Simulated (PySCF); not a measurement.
C2H4GeN2, SMILES N#C/N=[CH]\[GeH3]. Atoms are numbered in the order given.

```xyz
9

N      2.6732    -0.8909    -0.8083
C      2.0531    -0.0268    -0.3350
N      1.4696     1.0340     0.2191
C      0.2130     1.1062     0.4485
Ge    -1.1837    -0.2464     0.0787
H     -0.1141     2.0515     0.9128
H     -1.8135    -0.6192     1.4295
H     -2.2375     0.4328    -0.8089
H     -0.5532    -1.4589    -0.6094
```

Coordinates come from a PBE0-D3(BJ)/def2-SVP optimisation. The structure was generated by enumeration; whether it is a known compound was not checked.

Level of theory: CAM-B3LYP/def2-TZVP in PySCF.

Isolated molecule, no solvent.

Computed frontier levels, gap, dipole moment and polarisability:
The highest occupied level comes out as -9.32 eV, the lowest empty level comes out as -1.41 eV and the orbital gap is 7.91 eV. The dipole moment is 4.82 D, the quadrupole, principal values (traceless, Buckingham form, about the centre of nuclear charge) is -11.90, 5.65, 6.25 D·Å and the mean static polarisability comes out as 65.8 bohr³ (9.76 Å³). The polarisability, principal values comes out as 47.1, 60.2, 90.2 bohr³.
